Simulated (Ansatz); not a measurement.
A structure relaxed at r2SCAN/def2-SVPD in Ansatz, charge -1, doublet:

```xyz
6

K     2.459    2.533   -1.679
K    -2.415    0.007    1.802
K    -0.086   -3.880    1.640
K    -2.237    2.668   -1.697
K     2.266   -0.015    1.900
K     0.013   -1.313   -1.965
```

Q: Give its formula.

A: the cluster K6⁻.

Q: Summarise the bond lengths by kind (pairs closer than 1.2 times the sum of covalent radii, bridged metal pairs left out).

A: 11 × K–K 4.40 to 4.70 Å.

The charge -1 doublet is spin-contaminated (final ⟨S²⟩ up to 1.35, 0.75 for a pure state). The relaxation made no stability test and no search for a lower SCF solution. Another isomer (doublet) lies 0.07 eV lower at PBE0/def2-TZVPD; other spin states weren't run for this one.
